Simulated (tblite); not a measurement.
Compound: CH₃Cl₃SSi.
Geometry (GFN2-xTB, Å), atoms numbered from 1 in this order:
```
atom  x, y, z in Å
S1     2.2863   -0.1521   -0.4100
Si2    0.5868    0.2023    0.8206
C3    -1.0001    0.0125   -0.2810
Cl4   -2.4324    0.2208    0.7439
Cl5   -1.0756   -1.6012   -1.0279
Cl6   -1.0385    1.2359   -1.5686
H7     1.6444   -0.6830   -1.4407
H8     0.4486   -0.8088    1.8581
H9     0.5940    1.5797    1.2804
```

Method: GFN2-xTB as coded in tblite; computed harmonic values from a numerical Hessian at the method's own geometry, unscaled. Errors from tens to a few hundred cm⁻¹ against measured bands are possible. Modes of hydrogen on silicon and sulfur can be 10 to 20 % off. One conformer, not necessarily the lowest.

Harmonic wavenumbers (cm⁻¹): 29.6, 60.2, 89.2, 127.0, 155.6, 240.5, 243.4, 270.1, 414.4, 475.5, 537.5, 545.2, 635.6, 662.8, 676.4, 739.8, 756.0, 832.7, 2333.2, 2363.7, 2455.4.

A = 1650, B = 853.0, C = 841.3 MHz; mass 179.879 u (most abundant isotopes); point group C1, symmetry number 1.

Problem. What is the zero-point energy?

Solution. Half the sum of the wavenumbers: 7322 cm⁻¹ = 20.93 kcal/mol.

Problem. Give the ideal-gas entropy at 400 K and 1 bar in the rigid-rotor, harmonic-oscillator model (classical rotation).

Solution. Translation 42.95, rotation 30.86, vibration 37.17: S = 111.0 cal/(mol K).

Problem. And Cp and H(400 K) − H(0)?

Solution. Cp = 36.62 cal/(mol K), of which vibrations give 28.67 (their classical limit is 21 R = 41.7); H(400 K) − H(0) = 10.19 kcal/mol without the zero-point energy, 7.01 from vibrations.

Problem. How do the functions run with temperature in this model?

Solution. 
```tsv
T (K)	S (cal/(mol K))	Cp (cal/(mol K))	H − H(0) (kcal/mol)	G − H(0) (kcal/mol)	ln q(vib)
150	81.6	23.2	2.42	-9.82	3.71
250	95.2	30.3	5.12	-18.68	6.34
298.15	100.8	32.8	6.64	-23.40	7.53
600	126.7	40.7	17.97	-58.05	13.92
900	143.9	44.0	30.72	-98.78	18.84
```

q(vib) and H(0) count from the zero-point level.

Problem. Which modes carry the vibrational entropy at 400 K?

Solution. 29.6 cm⁻¹: 6.44; 60.2 cm⁻¹: 5.03; 89.2 cm⁻¹: 4.25; 127.0 cm⁻¹: 3.56; 155.6 cm⁻¹: 3.17; 240.5 cm⁻¹: 2.34 cal/(mol K); the other 15 give 12.38 together.

Hindered rotation and anharmonicity are outside this model. Other conformers, if any are populated, would add a mixing term that is left out. The structure is chiral; the term R ln 2 for an equal mix with its mirror image is left out.

The run took 0.61 s of wall time on Arm Neoverse N1, one thread, no GPU (shared host). This covers the Hessian and the dipole derivatives.
